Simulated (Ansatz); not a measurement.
C2H8GeN2 (`C[N](C)[Ge][NH2]`) at its PBE0-D4/def2-TZVP geometry, where that method's forces vanish. Total charge 0; spin multiplicity 1.

```xyz
13

C     0.6899    0.9455   -0.2209
N     0.0164   -0.3197   -0.3127
C     0.5321   -1.1550   -1.3674
Ge   -1.3326   -0.9961    0.7376
N    -1.4801    0.3489    1.9697
H     0.1760    1.6226    0.4619
H     1.7288    0.8380    0.1229
H     0.7225    1.4412   -1.2009
H     1.5947   -1.3937   -1.2178
H     0.4408   -0.6683   -2.3486
H    -0.0183   -2.0991   -1.4073
H    -0.8944    1.1594    2.0898
H    -2.1758    0.2764    2.6936
```

(1) What forces (eV/Å) does ωB97M-V/def2-TZVPP give on these atoms in the Gaussian-basis code of Ansatz? (Best estimate.)

## Answers

(1) The calculation gave: 
```
C1   0.165  0.286  0.011
N2  -0.238 -0.082  0.201
C3   0.127 -0.171 -0.238
Ge4  0.004 -0.020 -0.021
N5   0.024  0.044  0.011
H6   0.042 -0.047 -0.057
H7  -0.081  0.005 -0.026
H8  -0.004 -0.037  0.072
H9  -0.085  0.019 -0.013
H10  0.007 -0.041  0.078
H11  0.051  0.067 -0.010
H12 -0.037 -0.036  0.008
H13  0.024  0.012 -0.015
```
